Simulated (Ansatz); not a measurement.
The cluster Al2Cu8, relaxed as a singlet with RKS PBE-D4/def2-SVP in Ansatz, starting from the GFN1-xTB geometry. Force threshold 0.03 eV/Å.

The restricted singlet is unstable towards broken spin symmetry in Hartree–Fock (as tested in another run); at PBE-D4/def2-SVP this wasn't settled. Another isomer (singlet) lies 0.38 eV lower at PBE0-D4/def2-SVP; other spin states weren't run for this one.

Start:

Cartesian coordinates in Å:
```
Al 0.057 1.205 -2.637
Al 2.250 0.152 -1.989
Cu -1.233 -0.717 -1.211
Cu 1.717 2.593 -1.034
Cu -1.928 0.729 0.685
Cu 0.103 -2.400 2.205
Cu -1.753 -1.686 0.899
Cu 0.672 -1.186 0.186
Cu -0.369 -0.047 2.331
Cu 0.485 1.355 0.564
```

| step | energy (eV) | largest force component (eV/Å) | SCF passes |
| --- | --- | --- | --- |
| 1 | -370212.1066 | 0.931 | 61 |
| 2 | -370212.7165 | 0.727 | 40 |
| 3 | -370213.0676 | 0.351 | 40 |
| 4 | -370213.2152 | 0.202 | 43 |
| 5 | -370213.2643 | 0.127 | 37 |
| 6 | -370213.3026 | 0.132 | 42 |
| 7 | -370213.3575 | 0.248 | 42 |
| 8 | -370213.4284 | 0.172 | 38 |
| 9 | -370213.4360 | 0.299 | 36 |
| 10 | -370213.4563 | 0.097 | 32 |
| 11 | -370213.4593 | 0.052 | 33 |
| 12 | -370213.4651 | 0.054 | 33 |
| 13 | -370213.4879 | 0.132 | 38 |
| 14 | -370213.5757 | 0.270 | 38 |
| 15 | -370213.7030 | 0.318 | 35 |
| 16 | -370213.8433 | 0.296 | 35 |
| 17 | -370213.9526 | 0.271 | 34 |
| 18 | -370214.0565 | 0.204 | 34 |
| 19 | -370214.1108 | 0.060 | 33 |
| 20 (rejected) | -370214.1003 | 0.139 | 31 |
| 21 | -370214.1139 | 0.025 | 28 |

Force components are those of the run's own axes.

End:

```tsv
atom	x (Å)	y (Å)	z (Å)
Al1	-1.083	2.209	-1.302
Al2	2.400	-0.238	-1.180
Cu3	-0.290	-0.247	-1.346
Cu4	1.179	1.613	-2.101
Cu5	-1.917	0.805	0.406
Cu6	-0.217	-2.434	2.259
Cu7	-1.378	-1.536	0.385
Cu8	1.050	-1.293	0.519
Cu9	-0.410	-0.074	2.052
Cu10	0.665	1.196	0.308
```

Bonds lost: Al1–Al2 (atoms count from 1). Bonds formed: Al1–Cu5, Al1–Cu10, Al2–Cu3, Al2–Cu10, Cu3–Cu4 (atoms count from 1). Metal–metal contacts that move far: Cu3–Cu10 3.22 to 2.39 Å, Al2–Cu8 3.00 to 2.41 Å.

No frequencies were taken in this run, so the end may be a saddle point.

Run time 4.9 min (6 threads of Intel Xeon on a shared host), peak host memory 0.94 GiB.
